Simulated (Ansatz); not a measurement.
```yaml
crystal:
  periodic: [false, false, false]
  atoms:
    - {symbol: B, position_ang: [0.484216, 1.329501, -0.336314]}
    - {symbol: N, position_ang: [0.140518, 0.279600, 0.521382]}
    - {symbol: Ga, position_ang: [-0.512541, -1.335207, -0.059226]}
    - {symbol: F, position_ang: [-0.836957, -2.424662, 1.279363]}
    - {symbol: H, position_ang: [0.346839, 1.173148, -1.519731]}
    - {symbol: H, position_ang: [0.906398, 2.361586, 0.102690]}
    - {symbol: H, position_ang: [0.255594, 0.409283, 1.516814]}
    - {symbol: H, position_ang: [-0.784078, -1.793249, -1.504967]}
basis:
  gaussian: {orbitals: pcseg-2}
hamiltonian: {xc: {name: wPBEh}}
scf: {lower_state_search: light}
```

```sh
$ ansatz run in.yaml --threads 2 --pin off --events-out ev --progress --plain --max-ram 4352MiB
```

It prints (some lines left out):

```
Functional definition: wPBEh
1097 factors; their error is unknown
80 factors; integrals over basis functions are off by at most 9.5e-7 eV
mean field evaluation 1: about -57309.4534 eV, gradient 7.5e1 eV
mean field evaluation 2: about -57281.4391 eV, gradient 1.3e2 eV
mean field evaluation 4: about -57319.4735 eV, gradient 7.2e0 eV
mean field evaluation 8: about -57319.5765 eV, gradient 1.5e-1 eV
mean field evaluation 16: about -57319.8424 eV, gradient 7.4e-5 eV
mean field -57319.84239166 eV, -2106.4653551088 hartree, gradient 7.4e-5 eV, S^2 0.000000; 0 other end points of the search recorded, 0 dependent functions left out
reference -57319.84244974 eV, -2106.4653572434 hartree; 28, 28 occupied and 161, 161 virtual orbitals, 1097 factors
Total energy: -57319.84244974 eV, -2106.4653572434 hartree
```

Run time 4.8 s (2 threads of an Arm Neoverse V1 on a shared host); peak host memory 0.43 GiB.
